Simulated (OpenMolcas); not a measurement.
## Hf: from CASSCF to CASPT2

* Program: OpenMolcas
* Basis: ANO-RCC-VTZP [8s7p5d3f2g1h]
* Scalar Hamiltonian: DKH2, point nucleus
* Active space: 4 electrons in 6 orbitals (5d 6s)
* State averaging: 2S+1 = 3 even, 55 roots; 2S+1 = 5 even, 10 roots kept (CI in the orbitals of an earlier block); 2S+1 = 1 even, 50 roots kept (CI in the orbitals of an earlier block)
* Spin-orbit coupling: RASSI with atomic mean-field integrals over the reference wave functions, term energies averaged over their components

Methods on the same reference wave functions:
A. CASSCF
B. SS-CASPT2, IPEA 0.25 Eh, imaginary shift 0.1 Eh (closed shells correlated: 5s 5p)
C. MS-CASPT2, IPEA 0.25 Eh, imaginary shift 0.1 Eh (closed shells correlated: 5s 5p)
D. XMS-CASPT2, IPEA 0.25 Eh, imaginary shift 0.1 Eh (closed shells correlated: 5s 5p)

Energies in cm-1 above 5d2 6s2 3F2, the measured ground level; measured values from NIST Handbook of Basic Atomic Spectroscopic Data.

```json
{"Level": "5d2 6s2 3F2", "A": "0.0", "B": "0.0", "C": "0.0", "D": "0.0", "Measured": "0.0"}
{"Level": "5d2 6s2 3F3", "A": "2190", "B": "2320", "C": "2440", "D": "2330", "Measured": "2357"}
{"Level": "5d2 6s2 3P0", "A": "3898", "B": "4300", "C": "3900", "D": "5340", "Measured": "5522"}
{"Level": "5d2 6s2 3F4", "A": "4309", "B": "4420", "C": "4570", "D": "4490", "Measured": "4568"}
{"Level": "5d2 6s2 3P1", "A": "4732", "B": "5310", "C": "4990", "D": "6410", "Measured": "6573"}
{"Level": "5d3 6s 5F1", "A": "7564", "B": "12390", "C": "12690", "D": "14310", "Measured": ""}
{"Level": "5d3 6s 5F2", "A": "8255", "B": "13130", "C": "13420", "D": "15040", "Measured": ""}
{"Level": "5d3 6s 5F3", "A": "9267", "B": "14170", "C": "14460", "D": "16070", "Measured": ""}
{"Level": "5d3 6s 5F4", "A": "10482", "B": "15400", "C": "15700", "D": "17300", "Measured": ""}
{"Level": "5d2 6s2 1G4", "A": "11098", "B": "10490", "C": "10400", "D": "11610", "Measured": "10533"}
{"Level": "5d3 6s 5F5", "A": "11825", "B": "16670", "C": "16970", "D": "18610", "Measured": ""}
{"Level": "5d3 6s 5P1", "A": "16900", "B": "20480", "C": "20640", "D": "22040", "Measured": ""}
{"Level": "5d3 6s 5P2", "A": "17390", "B": "20800", "C": "20830", "D": "22340", "Measured": ""}
{"Level": "5d3 6s 5P3", "A": "18446", "B": "22080", "C": "22380", "D": "23740", "Measured": ""}
{"Level": "5d3 6s 3G3", "A": "20504", "B": "22550", "C": "22860", "D": "25730", "Measured": ""}
{"Level": "5d3 6s 3G4", "A": "20849", "B": "23050", "C": "23360", "D": "26170", "Measured": ""}
{"Level": "5d3 6s 3G5 [70 %]", "A": "21757", "B": "24070", "C": "24380", "D": "27120", "Measured": ""}
{"Level": "5d3 6s 3F2(1) [69 %]", "A": "22784", "B": "23000", "C": "23250", "D": "26290", "Measured": ""}
{"Level": "5d3 6s 3D1 [70 %]", "A": "23467", "B": "23920", "C": "24110", "D": "26800", "Measured": ""}
{"Level": "5d3 6s 3H4 [65 %]", "A": "24033", "B": "26080", "C": "26370", "D": "29140", "Measured": ""}
{"Level": "5d3 6s 3F3(1) [56 %]", "A": "24510", "B": "25060", "C": "25340", "D": "28340", "Measured": ""}
{"Level": "5d3 6s 3D2 [55 %]", "A": "24832", "B": "25340", "C": "25470", "D": "28290", "Measured": ""}
{"Level": "5d3 6s 3P0(1) [63 %]", "A": "25622", "B": "25620", "C": "25660", "D": "28440", "Measured": ""}
{"Level": "5d3 6s 3D3 [64 %]", "A": "26363", "B": "26900", "C": "27180", "D": "30080", "Measured": ""}
```

Deviations, from unrounded energies. A percentage is the sum of absolute deviations over the sum of measured energies, with the sign that they share, or ± where signs differ.

| Against measurement | Levels | A | B | C | D |
| --- | --- | --- | --- | --- | --- |
| mean absolute deviation (cm-1) | 5 | 890 | 540 | 690 | 310 |
| fine structure of the ground term (%) | 2 | -6.1 | -2.6 | ±1.3 | -1.5 |
| other terms of the ground configuration (%) | 3 | ±17.8 | -11.2 | -14.8 | ±6.3 |

D lies closest to measurement on these levels and A furthest from it. The largest miss of D in the table is 5d2 6s2 1G4, by +1100 cm-1. The ranking rests on the paired levels alone, and a cruder setting can come out closer through cancelling errors.

Among B to D the level of the table that moves most is 5d3 6s 3F2(1) [69 %], by 3300 cm-1 (lowest in B, highest in D). Moves below CASPT2's spread within the term are not significant.

The mean deviations of B to D differ by less than CASPT2's widest spread within a term (1400 cm-1), so their order carries little weight.

From A to B the spin-free energies of the other terms of 5d2 6s2 shown, above 3F, scale by factors of 0.91 to 1.16.

The lowest spin-free term lies below A's lowest term by 0.282 hartree in B, 0.283 hartree in C, 0.296 hartree in D.

Term energies are means over components that CASPT2 splits; among the terms shown or strongly mixed into the levels shown the widest spread is 1400 cm-1 (5d2 6s2 3F, D). Over all roots computed the reference weight is 0.85 to 0.94 in B, 0.85 to 0.94 in C, 0.84 to 0.93 in D; the roots of lowest weight are the least certain, and an intruder state may touch them. Terms from blocks run as CI alone lack orbitals of their own. A single d shell beside an s shell can misplace configurations of different d count against each other. The CASPT2 spread within a term exceeds the gap to the next term for 5d3 6s 3D and 5d3 6s 3F(1), 5d3 6s 3H and 5d3 6s 3P(1), so the order of their levels is uncertain, and so are names and mixing where such terms share a J (figures for C; the like holds for D). Without dynamic correlation excited terms often stand tens of per cent too high (terms of higher spin than the ground term too low), and those without a measured partner can miss by more than the paired ones (holds for A). Some terms miss by over 15 % even with CASPT2, which points to a basis or an active space too small for the shells correlated (holds for B; C). Measured partners are found by configuration, term and J. A level has none where our copy of the source lacks it or the pairing is in doubt (some pairs that miss far off the trend of their configuration count as doubtful), and it then counts in no deviation. Levels of configurations outside the active space are missing. Levels that lie high or do not pair safely by name in every column are left out.

A share in square brackets marks a mixed level and gives the weight of the term that names it, the lowest over the columns. A number in round brackets counts repeated terms of one configuration in the order of the reference energies.
